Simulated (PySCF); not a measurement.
**Nuclear quadrupole coupling in `CO[Si@H](C)P`**

Compound: C2H9OPSi.
Cartesian coordinates in Å at the GFN2-xTB level; atoms count from 1:
```xyz
14
C2H9OPSi angstrom
C      1.7740   -1.3908    0.0595
O      0.4005   -1.1923    0.2041
Si    -0.3731    0.2226    0.4067
C     -2.1444   -0.1133   -0.1671
P      0.6197    1.7508   -0.9244
H      1.9290   -2.3371   -0.4595
H      2.2579   -1.4325    1.0383
H      2.2250   -0.5806   -0.5230
H     -0.3226    0.6185    1.8257
H     -2.5510   -0.9905    0.3230
H     -2.7846    0.7298    0.0687
H     -2.1902   -0.2770   -1.2397
H     -0.3114    2.7444   -0.6974
H      1.4706    2.2476    0.0480
```

Field gradients from the PBE0/pcSseg-1 density (PySCF, non-relativistic), principal values in atomic units, ordered |Vxx| ≤ |Vyy| ≤ |Vzz|:

```csv
atom,Vxx,Vyy,Vzz
O2,-0.5243,-1.2134,1.7377
```

Question: Find the asymmetry η = (Vxx − Vyy)/Vzz and the couplings χ = eQV/h (234.96 MHz × Q in barn × V in au), with Q(17O) = −0.0256 b.

Answer: 
| atom | environment | nucleus | η | χzz (MHz) | χxx (MHz) | χyy (MHz) |
| --- | --- | --- | --- | --- | --- | --- |
| O2 | silyl ether oxygen | 17O | 0.40 | -10.45 | 3.15 | 7.30 |

Question: What is Vzz at O2 in SI units (1 au = 9.71736 × 10²¹ V/m²)?

Answer: 1.7377 au = 16.886 × 10²¹ V/m².

Question: And the gradient at the other heavy atoms, for which no coupling is worked out here?

Answer: 
```
atom                  environment  Vzz (au)     η
  C1               methoxy carbon     0.411  0.06
 Si3         oxygen-bound silicon     0.374  0.84
  C4             Si-methyl carbon    -0.043  0.35
  P5  three-coordinate phosphorus    -0.979  0.50
```

Question: What couplings would deuterons (Q(2H) = 0.00286 b) have in place of the hydrogens, at this geometry?

Answer: 
```csv
atom,bonded to,bond length (Å),Vzz (au),η,χzz (kHz)
H6,C1,1.090,0.3022,0.07,203
H7,C1,1.093,0.2977,0.07,200
H8,C1,1.095,0.2900,0.10,195
H9,Si3,1.474,0.1525,0.02,102
H10,C4,1.084,0.3292,0.01,221
H11,C4,1.085,0.3278,0.01,220
H12,C4,1.086,0.3245,0.01,218
H13,P5,1.380,0.2197,0.07,148
H14,P5,1.384,0.2149,0.08,144
```

Geometry: GFN2-xTB, one conformer, isolated molecule. GFN2-xTB bond lengths can be off by several hundredths of an ångström, more for odd bonds, and the gradients follow them. With a basis this small, the couplings can be 20 % off.
